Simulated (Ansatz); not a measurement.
Reaction (ligand exchange at the As–N bond): `O/C=N/[AsH2]` + `N[SiH3]` → `[SiH3]N[AsH2]` + `N=CO`

Program: Ansatz. Geometries: PBE0-D4/def2-TZVP. ΔE: electronic, gas phase. CCSD(T)/CBS is the MP2 limit (def2-TZVPP, def2-QZVPP) plus CCSD(T) − MP2 in def2-TZVPP, frozen cores. This one scheme is used for every species. Functionals use def2-TZVPP. For As outer-core shells are correlated without core-valence functions, which leaves a few kJ/mol of doubt a bond. Scalar relativity is left out up to krypton. Each species was taken in one conformer, which may not be the lowest.

`O/C=N/[AsH2]`:

```xyz
8

O     1.156    1.868   -0.346
C     0.248    0.895   -0.467
N     0.224   -0.103    0.302
As   -1.135   -1.341   -0.050
H     1.723    1.627    0.402
H    -0.429    1.108   -1.301
H    -1.557   -1.491    1.408
H    -0.229   -2.563    0.052
```

`N[SiH3]`:

```xyz
7

N     0.640    0.853    0.011
Si   -0.304   -0.584    0.024
H     0.497    1.550    0.724
H     0.873    1.287   -0.868
H    -0.258   -1.148    1.398
H    -1.744   -0.425   -0.342
H     0.296   -1.534   -0.947
```

`[SiH3]N[AsH2]`:

```xyz
9

Si    0.887   -0.091    0.783
N    -0.305   -0.809   -0.227
As   -1.488    0.098   -1.314
H     1.900    0.688    0.014
H     1.579   -1.173    1.533
H     0.234    0.851    1.730
H    -0.248   -1.789   -0.449
H    -2.028    1.044   -0.242
H    -0.533    1.181   -1.828
```

`N=CO`:

```xyz
6

N    -0.853   -0.532   -0.254
C     0.255   -0.094    0.149
O     0.628    1.175   -0.039
H    -0.967   -1.514   -0.025
H     1.034   -0.646    0.679
H    -0.097    1.611   -0.510
```

(1) Is it downhill or uphill in electronic energy at CCSD(T)/CBS, and by how much? (An estimate is asked.)

(2) What do these levels give: r2SCAN-D4, r2SCAN0-D4, B2PLYP, r2SCAN0, BHLYP, CCSD(T)/def2-TZVPP? (Best estimate.)

(3) What do rigid-rotor, harmonic-oscillator terms from PBE0-D4/def2-TZVP frequencies (298.15 K, 1 bar) make of the CCSD(T)/CBS value? (Best estimate.)

Largest T1 diagnostic among the species: 0.014.

Results:

(1) Computed: Downhill: ΔE = -5.2 kJ/mol.

(2) Ansatz gave: r2SCAN-D4 -1.5, r2SCAN0-D4 -3.9, B2PLYP -1.6, r2SCAN0 -3.4, BHLYP -4.0, CCSD(T)/def2-TZVPP -4.6 kJ/mol.

(3) Ansatz gave: ΔZPE = +1.6 kJ/mol, ΔH = -3.9 kJ/mol, ΔS = 4 J/(mol·K), ΔG = -5.0 kJ/mol.

From BLYP to BHLYP (50 % exact exchange), in def2-TZVPP and without D4, ΔE moves by −5.8 kJ/mol. Leaving LDA and LC-ωPBE aside and taking each functional with its dispersion term where it has one, the values, not all of them listed here, spread over 6.0 kJ/mol, from BHLYP-D4 to PBE-D4. The D4 term adds −3.2 kJ/mol with B3LYP and −1.7 kJ/mol with PBE0; it sums over pairs of atoms, weighted by their polarisabilities, and B3LYP, whose exchange is more repulsive, gets the larger term.

B3LYP here is the variant with VWN-RPA as its local correlation; programs differ in this.
